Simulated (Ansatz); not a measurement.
The molecule BaBr, multiplicity 2 (the spin of the measured ground state). No spin–orbit coupling. Br is treated without relativity.

D_e counts from the fitted minimum to each atom's lowest state at the same level, without counterpoise.

Correlated levels freeze the inner cores; with def2 sets outer-core shells near the valence are correlated too.

Programs: Ansatz (Gaussian basis) for Hartree–Fock, density functionals and correlated methods. Each number belongs to the level named beside it. In def2 rows elements past Kr take small-core potentials, without spin–orbit coupling.

### Question
Predict the bond energy D_e from SVWN5/def2-TZVPP.

### Answer
450 kJ/mol

### Question
Estimate the bond energy D_e that B2PLYP/def2-TZVPP returns for this input.

### Answer
396 kJ/mol

### Question
What is the computed bond energy D_e (CCSD(T)/def2-QZVPP)?

### Answer
403 kJ/mol

Ansatz is a quantum-chemistry and plane-wave program.
